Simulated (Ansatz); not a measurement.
C5H7ClO2Zn, SMILES `CC1=CC(C)=[O+][Zn-]([Cl])[O]1`. The species carries charge 0 and has multiplicity 1. Geometry: relaxed with PBE0-D4/def2-TZVP.

```xyz
16

C     2.493   -0.130    0.788
C     1.119   -0.459    0.297
C     0.183    0.568    0.139
C    -1.132    0.416   -0.308
C    -2.012    1.621   -0.422
O    -1.679   -0.683   -0.640
Zn   -0.765   -2.372   -0.582
Cl   -1.400   -4.336   -1.063
O     0.914   -1.690    0.056
H     3.224   -0.463    0.047
H     2.688   -0.695    1.703
H     2.627    0.933    0.980
H     0.506    1.570    0.386
H    -1.507    2.538   -0.126
H    -2.359    1.710   -1.454
H    -2.899    1.473    0.200
```

(1) What is the dipole moment at PBE/def2-TZVPP? (Best estimate.)

(2) And with r2SCAN, B3LYP, ωB97M-V? (An estimate is asked.)

(3) Give the Mulliken charges with PBE, r2SCAN, ωB97M-V in def2-TZVPP. (Best estimate.)

Results:

(1) Computed: 5.67 D, with components (1.70, 5.26, 1.29) D in this frame, pointing from negative to positive charge.

(2) The calculation gave: r2SCAN 5.89 D, B3LYP 5.93 D, ωB97M-V 5.96 D.

(3) The calculation gave: 
```
atom    PBE  r2SCAN  ωB97M-V
  C1  -0.23   -0.12    -0.27
  C2   0.34    0.44     0.39
  C3  -0.29   -0.36    -0.32
  C4   0.34    0.44     0.39
  C5  -0.23   -0.12    -0.27
  O6  -0.37   -0.47    -0.47
 Zn7   0.49    0.59     0.60
 Cl8  -0.35   -0.38    -0.36
  O9  -0.37   -0.47    -0.47
 H10   0.11    0.07     0.12
 H11   0.11    0.07     0.12
 H12   0.08    0.05     0.10
 H13   0.08    0.07     0.09
 H14   0.08    0.05     0.10
 H15   0.11    0.07     0.12
 H16   0.11    0.07     0.12
```

B3LYP here is the variant with VWN-RPA as its local correlation; programs differ in this.
